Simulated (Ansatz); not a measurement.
Reaction (ligand exchange at the Si–O bond): `N[Si@H](O)O[Si@@H](N)O` + `N[SiH](F)S` → `N[Si@H](F)S[Si@@H](N)O` + `N[SiH](O)O`

Calculated with Ansatz (gas phase, PBE0-D4/def2-TZVP geometries, no zero-point term in ΔE). CCSD(T)/CBS adds triple-zeta CCSD(T) − MP2 to the extrapolated MP2 energy (def2 sets, frozen cores). This one scheme is used for every species. Functionals use def2-TZVPP. Each species was taken in one conformer, which may not be the lowest.

```tsv
species	ωB97X-V energy (Eh)
`N[Si@H](O)O[Si@@H](N)O`	-919.23800
`N[SiH](F)S`	-844.75915
`N[Si@H](F)S[Si@@H](N)O`	-1266.14256
`N[SiH](O)O`	-497.83172
```

Problem. Work out ΔE.

Solution. ΔE = (-1266.14256) + (-497.83172) − (-919.23800) − (-844.75915) = 0.02287 Eh = +60.0 kJ/mol. CCSD(T)/CBS gives +58.7 kJ/mol.

Largest T1 diagnostic among the species: 0.012.

In def2-TZVPP, CCSD(T) changes the Hartree–Fock value by −28.5 kJ/mol (the triples alone add −6.4 kJ/mol) and MP2 by −34.3 kJ/mol. From PBE to PBE0 (25 % exact exchange), in def2-TZVPP and without D4, ΔE moves by +7.4 kJ/mol.
